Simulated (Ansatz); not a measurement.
System: C$_{5}$H$_{9}$O, net charge 0, doublet state. It need not be the lowest isomer of its formula. 
Structure (B3LYP-D3(BJ)/def2-TZVP (Ansatz, a first-principles code) minimum search):
SMILES: CC[CH]CC=O
```xyz
15

C     -2.2653     0.0916     0.1462
C     -1.2001    -0.4463    -0.8210
C     -0.0577     0.4877    -1.0090
C      1.3409     0.1067    -0.7022
C      1.6649    -0.1239     0.7658
O      0.8832    -0.0576     1.6756
H     -1.8331     0.2515     1.1335
H     -3.0970    -0.6101     0.2366
H     -2.6659     1.0431    -0.2098
H     -0.8348    -1.4112    -0.4590
H     -1.6807    -0.6452    -1.7899
H     -0.2698     1.5138    -1.2839
H      1.6263    -0.8364    -1.1982
H      2.0628     0.8463    -1.0666
H      2.7297    -0.3861     0.9528
```
Charge 0, spin multiplicity 2.

Total electronic energies in hartree. Correlated levels leave the core frozen unless marked. UHF or UKS for open shells. Spin-orbit coupling is left out. Non-relativistic unless marked X2C. Basis-set limits of correlation are two-point, X^-3; Hartree-Fock from the larger set. The bracket is a focal-point correction in the basis named.

```json
[
 {"level": "HF/cc-pVDZ", "program": "Ansatz", "energy (Eh)": "-269.41321"},
 {"level": "PBE-D4/def2-TZVPD", "program": "Ansatz + dftd4", "energy (Eh)": "-270.86626"},
 {"level": "BLYP-D3(BJ)/def2-TZVPD", "program": "Ansatz + dftd3", "energy (Eh)": "-271.11388"},
 {"level": "revPBE-D3(BJ)/def2-TZVPD", "program": "Ansatz + dftd3", "energy (Eh)": "-271.15509"},
 {"level": "revPBE/def2-TZVPD", "program": "Ansatz", "energy (Eh)": "-271.12581"},
 {"level": "r2SCAN-D4/def2-TZVPD", "program": "Ansatz + dftd4", "energy (Eh)": "-271.05291"},
 {"level": "B3LYP-D3(BJ)/def2-TZVPD", "program": "Ansatz + dftd3", "energy (Eh)": "-271.23593"},
 {"level": "PBE0-D4/def2-TZVPD", "program": "Ansatz + dftd4", "energy (Eh)": "-270.89372"},
 {"level": "MP2/STO-3G", "program": "Ansatz", "energy (Eh)": "-266.32547"},
 {"level": "SCS-MP2/6-31G*", "program": "Ansatz", "energy (Eh)": "-270.17449"},
 {"level": "SCS-MP2/cc-pVDZ", "program": "Ansatz", "energy (Eh)": "-270.25572"},
 {"level": "CCSD/cc-pwCVTZ", "program": "Ansatz", "energy (Eh)": "-270.60540"},
 {"level": "CCSD(T)/cc-pVDZ", "program": "Ansatz", "energy (Eh)": "-270.36067"},
 {"level": "X2C-CCSD(T)/cc-pVTZ-DK", "program": "Ansatz", "energy (Eh)": "-270.76178"},
 {"level": "RI-MP2/CBS(cc-pVTZ,cc-pVQZ)+[CCSD(T)-MP2]/cc-pVTZ", "program": "Ansatz", "energy (Eh)": "-270.7746"}
]
```

Totals of different functionals don't rank their quality; only differences between species are comparable.
